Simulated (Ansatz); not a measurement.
`[BH2][SbH][TeH]` + `C=C=N` → `BN=C=C` + `[SbH2][TeH]` at 298.15 K and 1 bar (cleavage of the B–Sb bond).

Gas-phase electronic energies from Ansatz, PBE0-D4/def2-TZVP geometries. CCSD(T)/CBS adds triple-zeta CCSD(T) − MP2 to the extrapolated MP2 energy (def2 sets, frozen cores). This one scheme is used for every species. Elements past krypton have def2 core potentials. For Sb, Te outer-core shells are correlated without core-valence functions, which leaves a few kJ/mol of doubt a bond. Each species was taken in one conformer, which may not be the lowest.

```
          species  CCSD(T)/CBS energy (Eh)  H − E (kJ/mol)  S (J/(mol·K))
`[BH2][SbH][TeH]`               -534.92494           108.2          354.1
          `C=C=N`               -132.55079           127.2          249.7
         `BN=C=C`               -157.96924           162.2          277.7
    `[SbH2][TeH]`               -509.54647            68.1          313.3
```

H − E and S are ideal-gas, rigid-rotor, harmonic terms from PBE0-D4/def2-TZVP, for one conformer and one mirror image of each species. 1 Eh = 2625.50 kJ/mol, R = 8.31446 J/(mol·K).

Question: By hand: ΔE, ΔH, ΔS and ΔG.

Answer: ΔE = (-157.96924) + (-509.54647) − (-534.92494) − (-132.55079) = -0.03998 Eh = -105.0 kJ/mol. Δ(H − E) = 162.2 + 68.1 − 108.2 − 127.2 = -5.1, so ΔH = -110.1 kJ/mol. ΔS = 277.7 + 313.3 − 354.1 − 249.7 = -12.8 J/(mol·K). ΔG = -110.1 − 298.15 × (-12.8)/1000 = -106.3 kJ/mol.

Question: By hand: the equilibrium constant, and the temperature at which ΔG would vanish if ΔH and ΔS stayed fixed.

Answer: log₁₀ K = −ΔG/(RT ln 10) = 18.6. ΔG = 0 at ΔH/ΔS = 8602 K, far beyond where these terms or the molecules hold.

The number of gas molecules stays the same, so ΔS is small and ΔH decides. A doubt of 5 kJ/mol in ΔE shifts log₁₀ K by 0.9 here. Other conformers and mirror images would add mixing entropy, several J/(mol·K) or more a flexible species. These are equilibria of isolated gas molecules and say nothing of rates. Largest T1 diagnostic: 0.017 (customary marks: 0.02 for closed shells, 0.045 for open ones).
